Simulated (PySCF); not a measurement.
Dipole moment and polarisability of `[Cl][Al]([Cl])[Cl]`

AlCl3.
Cartesian coordinates in Å at the PBE0-D3(BJ)/def2-SVP level; atoms count from 1:
```xyz
4
AlCl3 angstrom
Al    -0.0025   -0.0007   -0.0003
Cl     2.0758   -0.0329    0.0156
Cl    -1.0059    1.8204   -0.0240
Cl    -1.0674   -1.7869    0.0087
```

Level: wB97X-D/def2-SVPD (PySCF), static field, nuclei fixed, core orbitals frozen in the response. The polarisability tensor in these axes (au):

```
x   67.69  0.02  0.13
y    0.02 67.83 -0.17
z    0.13 -0.17 49.77
```

Question: Diagonalise the tensor; give its mean and Δα, where Δα² is half the sum of the squared differences of the eigenvalues.

Answer: Principal values 49.76, 67.69 and 67.83 au; mean 61.76 au = 9.15 Å³ = 10.18 × 10⁻⁴⁰ C²·m²/J; Δα = 18.00 au (29 % of the mean).

Question: What is the dipole moment?

Answer: 0.02 D; point group D3h allows none, and the residue is numerical.

Question: What would n − 1 = 2πNα be for an ideal gas of these molecules at 500 K and 1 atm, electronic part alone?

Answer: N = p/kT = 1.4678 × 10¹⁹ cm⁻³, so n − 1 = 2π × N × 9.15 × 10⁻²⁴ cm³ = 844 × 10⁻⁶ at long wavelengths, for an ideal gas.

Question: Sum over states: ᾱ = Σ f/ω², ω in Eh. What share falls to these 15 lowest TDDFT singlets (eV, f)? 6.87, 0.0000; 7.09, 0.0000; 7.28, 0.0000; 7.28, 0.0000; 7.53, 0.0450; 7.53, 0.0447; 7.70, 0.0000; 7.71, 0.0000; 7.92, 0.1156; 7.93, 0.1170; 8.06, 0.1536; 8.53, 0.0000; 9.10, 0.1726; 9.10, 0.1742; 9.12, 0.0006.

Answer: They add up to 8.77 au, 14.2 % of the 61.76 au; the largest single term is 1.75 au, from the state at 8.06 eV. Terms in order: 0.00, 0.00, 0.00, 0.00, 0.59, 0.58, 0.00, 0.00, 1.36, 1.38, 1.75, 0.00, 1.54, 1.56, 0.01 au. Higher excitations give the rest. The strengths listed sum to 0.823.

Question: Traceless (Buckingham) quadrupole moment about the centre of nuclear charge: eigenvalues?

Answer: -3.28, -3.27, 6.55 D·Å. The electronic extent ⟨r²⟩ about the same centre is 902 bohr², a root-mean-square distance of 1.99 Å for the 64 electrons.

Question: Find the Langevin capture rate constant for H3O+ (19.018 u) meeting this molecule (131.888 u), k = 2.342 × 10⁻⁹ cm³/s × √(α in Å³ / reduced mass in u).

Answer: The reduced mass is 16.62 u, so k = 1.74 × 10⁻⁹ cm³/s.

Question: What molar refraction does this α imply?

Answer: Lorentz–Lorenz: R = (4π/3)N_A α = 2.5225 cm³/(mol·Å³) × 9.15 Å³ = 23.1 cm³/mol, in the limit of long wavelengths.

Isolated species at its PBE0-D3(BJ)/def2-SVP geometry, gas phase.

Note: wB97X-D ran without an empirical dispersion term, which enters the total energy and its gradient alone.
